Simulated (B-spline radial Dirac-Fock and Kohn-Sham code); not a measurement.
## As⁺ in Watson spheres of different radius

The computed values come from a radial atomic solver: multi-electron Dirac-Fock with separately optimised hole states, Breit and Lamb-shift corrections added in first order. The ion, [Ar] 3d10 4s2 4p2, sits in a hollow sphere of charge Q = -1, a simple model of the Madelung potential. Inside the sphere an electron's potential energy is raised by the constant 14.40·|Q|/R eV, so binding energies fall by about that much as long as the orbitals stay inside.

```
radius (Å)  14.40 |Q|/R (eV)  1s (eV)  2s (eV)  2p1/2 (eV)  2p3/2 (eV)  3s (eV)  3p1/2 (eV)  3p3/2 (eV)  3d3/2 (eV)  3d5/2 (eV)  4s (eV)  4p (eV)
       1.8              8.00  11878.3   1547.7      1371.6      1335.8    220.3       160.1       155.1       52.41       51.72    19.47     9.57
       2.7              5.33  11880.7   1550.1      1374.0      1338.2    222.7       162.5       157.5       54.82       54.14    21.94    11.98
```

From the smallest to the largest radius 1s moves by +2.4 eV, while the constant potential alone would give +2.7 eV; the difference comes from charge outside the sphere and its screening.
